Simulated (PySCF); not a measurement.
C₂H₇ClSi, SMILES C[SiH](C)Cl.

Geometry optimised at B3LYP-D3(BJ)/def2-SVP.

These are PySCF with PBE/def2-TZVP values and carry that method's errors.

Isolated molecule, no solvent.

```yaml
total_energy: -829.78700 hartree
point_group: Cs
highest_occupied_level: -7.16 eV
lowest_empty_level: -0.07 eV
orbital_gap: 7.09 eV
dipole_moment: 2.09 D
quadrupole, principal values (traceless, Buckingham form, about the centre of nuclear charge): -1.16, -0.59, 1.75 D·Å
mean_static_polarisability: 64.0 bohr³ (9.48 Å³)
polarisability_principal_values: 56.7, 65.3, 70.0 bohr³
```
